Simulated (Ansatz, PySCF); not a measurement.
Spin states of H2O2Re (SMILES [OH][Re][OH]), each relaxed with B3LYP-D3(BJ)/def2-TZVP.
State 1 (charge 0, multiplicity 4):
| atom | x (Å) | y (Å) | z (Å) |
|---|---|---|---|
| Re | 0.1481 | -0.2550 | 0.1316 |
| O | 1.4765 | -0.0733 | -1.1885 |
| H | 1.7403 | 0.7460 | -1.6232 |
| O | -1.3986 | -0.5328 | 1.1662 |
| H | -2.0200 | 0.1448 | 1.4568 |
State 2 (charge 0, multiplicity 2):
| atom | x (Å) | y (Å) | z (Å) |
|---|---|---|---|
| Re | -0.0095 | 0.0024 | -0.0106 |
| O | 1.3663 | 0.2237 | -1.1443 |
| H | 2.0974 | 0.3457 | -1.7489 |
| O | -1.3866 | -0.2152 | 1.1222 |
| H | -2.1213 | -0.3268 | 1.7245 |

Singlets are restricted, other states unrestricted; no spin–orbit coupling, no relativity up to Kr; see below for the cores. The largest T1 diagnostic is 0.034.

The values were computed with Ansatz (Gaussian basis) for Hartree–Fock, density functionals and correlated methods; PySCF for the dispersion terms. Each number belongs to the level named beside it. In def2 rows elements past Kr take small-core potentials, without spin–orbit coupling.

Q: Estimate the energy of the multiplicity-2 state less that of the multiplicity-4 state that BHLYP-D3(BJ)/def2-TZVPP returns for this input.

A: 2.4 kcal/mol

Q: Predict the energy of the multiplicity-2 state less that of the multiplicity-4 state from r2SCAN/def2-TZVPP.

A: 4.0 kcal/mol

Q: Estimate the energy of the multiplicity-2 state less that of the multiplicity-4 state that CAM-B3LYP/def2-TZVPP returns for this input.

A: 0.3 kcal/mol

Doubts at one or more of the structures used: a spin-contaminated determinant (r2SCAN/def2-TZVPP).

Ansatz is an electronic-structure program.
